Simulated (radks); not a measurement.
Task: Radial electron density D(r) = 4 pi r^2 rho(r) of an atom or ion with 23 electrons. Method: scalar-relativistic Kohn-Sham, r2SCAN, spin-unpolarised, spherical densities, finite nucleus; meta-GGA in the generalised Kohn-Sham scheme; Fermi nuclear charge, rms radius of each element as measured or else 0.836 A^(1/3) + 0.57 fm; computed with a radial shooting solver on a logarithmic mesh with Libxc functionals.

| r (bohr) | D(r) (e/bohr) |
|---|---|
| 0.003154 | 9.410 |
| 0.003946 | 13.27 |
| 0.004897 | 18.15 |
| 0.006127 | 24.53 |
| 0.007604 | 31.92 |
| 0.009513 | 40.47 |
| 0.01181 | 48.79 |
| 0.01477 | 56.20 |
| 0.01848 | 60.80 |
| 0.02293 | 61.48 |
| 0.02869 | 58.55 |
| 0.03561 | 54.54 |
| 0.04455 | 53.31 |
| 0.05574 | 58.49 |
| 0.06917 | 68.34 |
| 0.08654 | 76.17 |
| 0.1074 | 73.13 |
| 0.1344 | 58.59 |
| 0.1681 | 44.14 |
| 0.2086 | 41.72 |
| 0.261 | 47.11 |
| 0.324 | 44.71 |
| 0.4053 | 29.17 |
| 0.503 | 12.36 |
| 0.6293 | 2.924 |
| 0.7873 | 0.3546 |
| 0.9771 | 0.02164 |

What is the nuclear charge?

Result: Z = 48. The innermost maximum, from 1s, lies near gamma/Z bohr with gamma = sqrt(1 - (Z/c)^2) = 0.937, here 0.0195 bohr (found: 0.0213), and its height grows with Z. The density is that of the cadmium ion Cd25+ in [Ar] 3d5; the configuration itself is not fixed sharply by these data, and Z only to a few units. D(r) has 3 maxima, at r = 0.0213, 0.0915, 0.281 bohr, and minima at 0.0421, 0.194 bohr, inside which lie 2.01, 11.04 electrons.
